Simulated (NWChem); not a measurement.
Molecule: BH2SOF; SMILES OB(F)S

```xyz
6

B      0.0138    -0.4576     0.0000
F     -1.1188    -1.1691     0.0000
O      1.2227    -1.0722     0.0000
H      1.1325    -2.0385     0.0000
S     -0.1217     1.3612     0.0000
H      1.2067     1.5946     0.0000
```
Atoms are numbered in this order, from 1.

Program: NWChem. Pople sets run with spherical d functions. STO-3G and 3-21G are far too small for this property and stand as cheap habits. Structure relaxed at the B3LYP/6-31G* (spherical d) level. B3LYP is NWChem's, with the RPA form of VWN correlation. Field at 589 nm.

Order these runs by computing time, cheapest first, and give rough ratios: B3LYP/def2-SVPD; B3LYP/STO-3G; B3LYP/def2-SVP.

B3LYP/STO-3G (1), B3LYP/def2-SVP (5), B3LYP/def2-SVPD (30). Ratios are rough, from one shared machine; the cheapest took very roughly 11 core-seconds. What differs between the cheapest and the dearest: isotropic polarisability (bohr³) 16.1 → 41.9; anisotropy (bohr³) 20.3 → 15.1.
